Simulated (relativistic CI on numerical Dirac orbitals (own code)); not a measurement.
# Charge states of tungsten

Method of calculation: Dirac-Coulomb-Breit CI, separate exchange-only KLI orbitals for each configuration, QED by a radiative potential, valence Slater integrals scaled by 0.9 (own radial code, finite nucleus).

Each species is treated in one configuration, given outside its closed core. Radial values are for the open shell of highest l, unscaled and averaged over j; ζ includes the Breit term. Labels give the leading LS character, summed over repeated terms.

```csv
Ion,Configuration,Its lowest level,LS weight (%),F² (cm⁻¹),F⁴ (cm⁻¹),Next level,E (cm⁻¹),⟨r⟩ (bohr),⟨r²⟩ (bohr²)
W²⁴⁺,4d10.4f4,5I_4,82,226000,146700,5I_5,13951,0.4593,0.2432
W²⁵⁺,4d10.4f3,4I°_9/2,82,230400,149800,4I°_11/2,20034,0.4521,0.2351
W²⁶⁺,4d10.4f2,3H_4,87,234700,152800,3F_2,19152,0.4452,0.2275
W²⁷⁺,4d10.4f,2F°_5/2,100,,,2F°_7/2,29309,0.4385,0.2203
W²⁸⁺,4d10,1S_0,100,,,,,,
W²⁹⁺,4d9,2D_5/2,100,,,2D_3/2,132130,0.4457,0.2272
W³⁰⁺,4d8,3F_4,89,227600,154700,J = 2 (mixed),26086,0.442,0.2234
W³¹⁺,4d7,?,?,?,?,?,?,?,?
W³²⁺,4d6,J = 4 (mixed),38,231200,157300,J = 2 (mixed),22381,0.4348,0.2161
W³³⁺,4d5,J = 5/2 (mixed),28,233000,158600,J = 5/2 (mixed),102620,0.4313,0.2127
W³⁴⁺,4d4,3P_0,58,234700,159800,5D_1,116580,0.4279,0.2093
W³⁵⁺,4d3,J = 3/2 (mixed),50,236500,161100,4F_5/2,121440,0.4245,0.206
W³⁶⁺,4d2,3F_2,76,238200,162300,3P_0,64115,0.4212,0.2027
W³⁷⁺,4d,2D_3/2,100,,,2D_5/2,154050,0.4179,0.1996
W³⁸⁺,3d10.4s2.4p6,1S_0,100,,,,,,
W³⁹⁺,3d10.4s2.4p5,2P°_3/2,100,,,2P°_1/2,752110,0.4129,0.193
W⁴⁰⁺,3d10.4s2.4p4,3P_2,70,248200,,1S_0,69179,0.4105,0.1908
W⁴¹⁺,3d10.4s2.4p3,J = 3/2 (mixed),47,249400,,4S°_3/2,722170,0.4082,0.1887
W⁴²⁺,3d10.4s2.4p2,3P_0,70,250600,,3P_1,740960,0.4059,0.1866
W⁴³⁺,3d10.4s2.4p,2P°_1/2,100,,,2P°_3/2,795230,0.4036,0.1845
W⁴⁴⁺,3d10.4s2,1S_0,100,,,,,,
W⁴⁵⁺,3d10.4s,2S_1/2,100,,,,,0.3905,0.1716
W⁴⁶⁺,3d10,1S_0,100,,,,,,
W⁴⁷⁺,3d9,2D_5/2,100,,,2D_3/2,537870,0.1751,0.03563
```

Task: Fill in the row of W³¹⁺.

Result: Its lowest level 4F_9/2; LS weight (%) 63; F² (cm⁻¹) 229400; F⁴ (cm⁻¹) 156000; Next level J = 3/2 (mixed); E (cm⁻¹) 36583; ⟨r⟩ (bohr) 0.4384; ⟨r²⟩ (bohr²) 0.2197.
